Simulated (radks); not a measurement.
Results of a calculation; reference values are marked as such.
Species: Ar2+. Configuration: [Ne] 3s2 3p4. Code: a radial shooting solver on a logarithmic mesh with Libxc functionals. Model: Dirac Kohn-Sham, PBEsol, spin-unpolarised, spherical densities, finite nucleus; open shells fill j = l - 1/2 first; Fermi nuclear charge, rms radius 3.4274 fm. Some entries of the table are withheld. Estimate them.

orbital  occ.  eigenvalue (eV)  <1/r> (bohr^-1)
1s1/2       2        -3145.994              (1)
2s1/2       2        -326.3475            3.557
2p1/2       2        -261.1464            3.476
2p3/2       4        -258.9106            3.446
3s1/2       2         -50.4197              (2)
3p1/2       2         -35.4931           0.9300
3p3/2       2         -35.2696           0.9248

Answer. 
(1) 1s1/2 <1/r> (bohr^-1): 17.68
(2) 3s1/2 <1/r> (bohr^-1): 1.045
